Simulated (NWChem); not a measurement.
# CH2N, doublet; SMILES C=[N]

Results from NWChem. Spin-unrestricted. Medium grid unless said otherwise, to which SCAN and Minnesota functionals are sensitive. In the optimisation the excess spin sits in b2 (C2v, its own frame). The geometry was optimised at PBE0/def2-SVP, spin-unrestricted. No stability test was run on the SCF state. Level r2SCAN/def2-TZVP: energy and gradient; each run changes one setting, and changes count from the defaults (medium grid, exact Coulomb integrals, symmetry on).

```csv
setting,size of the energy change (μHa),largest change of a gradient component (μHa/bohr)
defaults,< 10,< 30
"Coulomb fitting, Weigend set",50,40
"Coulomb fitting, Ahlrichs set",200,80
extra-fine grid,70,40
symmetry off,< 10,other frame
```
